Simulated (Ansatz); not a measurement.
`O=CO[SiH](F)Br`. The species carries charge 0 and has multiplicity 1. Correlated methods include outer-core shells of Br, which these sets cover unevenly. Scalar relativity is left out up to krypton.

```tsv
atom	x (Å)	y (Å)	z (Å)
O1	-0.2393	0.8460	1.7137
C2	-0.4867	-0.2860	1.4274
O3	-0.3398	-0.8026	0.1991
Si4	0.2007	0.1419	-1.0640
F5	0.0050	-0.7984	-2.3183
Br6	2.3271	0.5863	-0.8495
H7	-0.8652	-1.0437	2.1264
H8	-0.6017	1.3565	-1.2347
```

Problem. Give the diagnostics of a CCSD(T)/def2-TZVPP run (frozen core, the Gaussian-basis code of Ansatz). (An estimate is asked.)

Solution. Ansatz gave: T1 = 0.0127, largest single amplitude 0.033, largest double 0.037, (T) share of the correlation energy 3.6 %, 9 CCSD cycles. The RHF solution is stable towards an unrestricted one. T1 lies under the customary mark of 0.02 for closed shells.
